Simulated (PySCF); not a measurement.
Input for PySCF:
```python
from pyscf import gto, scf

mol = gto.Mole()
mol.atom = '''
    S     0.013936   -0.004006    0.377829
    O    -0.033217    1.222429   -0.364198
    O     0.005345   -1.214416   -0.391460
'''
mol.basis = '6-31g*'
mol.charge = 0
mol.spin = 0
mol.verbose = 4
mol.build()

mf = scf.RHF(mol)
mf.kernel()
```

**Question.** What does this run give for the dipole moment, number of basis functions, Mulliken (on the basis functions themselves) charges in atom order, HOMO energy?

**Answer.** 
The dipole moment is 2.44 D and the number of basis functions is 46. The Mulliken (on the basis functions themselves) charges in atom order is S1 1.16, O2 -0.58, O3 -0.58. The HOMO energy is -13.38 eV.
